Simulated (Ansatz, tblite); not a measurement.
Removing an electron: [B(NMe2)H3]- (C₂H₉BN⁻). The state is a singlet with charge -1. Geometry: PBE0-D4/def2-SVPD. Ansatz, gas phase; energy differences of separate SCF runs; the oxidised species was run as a doublet alone.

Cartesian coordinates in Å:
```
B -1.037 -0.244 1.005
N 0.272 -0.329 0.181
C 1.057 0.863 0.236
C 0.067 -0.733 -1.174
H 2.040 0.734 -0.265
H 1.241 1.147 1.284
H 0.559 1.743 -0.254
H -0.506 -1.672 -1.207
H -0.510 0.020 -1.776
H 1.029 -0.895 -1.706
H -0.777 0.051 2.188
H -1.640 -1.335 0.959
H -1.797 0.651 0.529
```

The xTB rows come from tblite.

```csv
level,−HOMO (eV),vertical IE (eV),−LUMO (eV),HOMO–LUMO gap (eV),remarks
GFN1-xTB,3.84,7.34,-1.52,5.36,–
GFN2-xTB,3.44,6.69,-7.52,10.95,–
PBE-D4/def2-TZVPD,-0.62,2.33,-3.24,2.62,HOMO above zero (-1 singlet)
r2SCAN-D4/def2-TZVPD,-0.46,2.27,-3.90,3.44,HOMO above zero (-1 singlet)
PBE0-D4/def2-TZVPD,0.53,2.40,-3.74,4.27,–
```

Relaxing the oxidised species (PBE0-D4/def2-SVPD) changes its energy by -0.60 eV at PBE0-D4/def2-TZVPD, so the adiabatic ionisation energy to this nearest minimum is 1.80 eV. At PBE-D4/def2-TZVPD it is 1.77 eV.    A HOMO above zero means that the electron is unbound at that level or that self-interaction error raises the level; the energy of removing that electron tells which. Raw xTB energy differences between charge states are shifted by several eV; the methods need an empirical correction for them.
